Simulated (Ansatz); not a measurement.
A run for Ansatz (a first-principles code): R-wB97M-V/def2-TZVPP on BFH4N2 (SMILES NB(N)F), a point of a torsion scan.

Ansatz 0.2 input:
```yaml
crystal:
  periodic: [false, false, false]
  atoms:
    - {symbol: N, position_ang: [1.17004814, -0.41276611, 0.32560173]}
    - {symbol: B, position_ang: [0.43531702, 0.77383702, 0.21042912]}
    - {symbol: N, position_ang: [0.16236195, 1.42552421, -0.99865214]}
    - {symbol: F, position_ang: [-0.04299679, 1.32796609, 1.34371428]}
    - {symbol: H, position_ang: [1.33909622, -0.84189901, 1.21592538]}
    - {symbol: H, position_ang: [1.56974749, -0.90619297, -0.44890241]}
    - {symbol: H, position_ang: [-0.36951975, 2.27497669, -1.02940767]}
    - {symbol: H, position_ang: [0.46868721, 1.10195330, -1.89562463]}
basis:
  gaussian:
    orbitals: def2-TZVPP
hamiltonian:
  xc: {name: wB97M-V}
scf: {lower_state_search: off}
```

Program output:

```
WARN ansatz: RAYON_NUM_THREADS=1 ignored (pool sized by the plan → 1); use --threads N
Functional definition: wB97M-V
these checks for a lower state are left out or cut short: stability, starts, cluster_reference, orbital_swaps, neighbouring_geometries, increment
integrals: 0.09 GiB planned
871 factors; their error is unknown
integrals: 0.13 GiB planned
217 factors; integrals over basis functions are off by at most 9.0e-6 eV
mean field: 0.89 GiB planned
mean field evaluation 1: about -6435.7663 eV, gradient 6.6e1 eV
mean field evaluation 2: about -6437.6876 eV, gradient 5.7e1 eV
mean field evaluation 4: about -6443.2300 eV, gradient 5.6e-1 eV
mean field evaluation 8: about -6443.2409 eV, gradient 2.3e-1 eV
mean field evaluation 16: about -6443.2410 eV, gradient 8.2e-6 eV
mean field -6443.24098811 eV, -236.7847389276 hartree, gradient 8.2e-6 eV, S^2 0.000000; 0 other end points of the search recorded, 0 dependent functions left out
reference -6443.24103136 eV, -236.7847405169 hartree; 16, 16 occupied and 164, 164 virtual orbitals, 871 factors
Total energy: -6443.24103136 eV, -236.7847405169 hartree
Checks for a lower state left out: stability, starts, cluster_reference, orbital_swaps, neighbouring_geometries, increment
```

The run converged.

Cost: about 4 core-seconds (a rough figure).
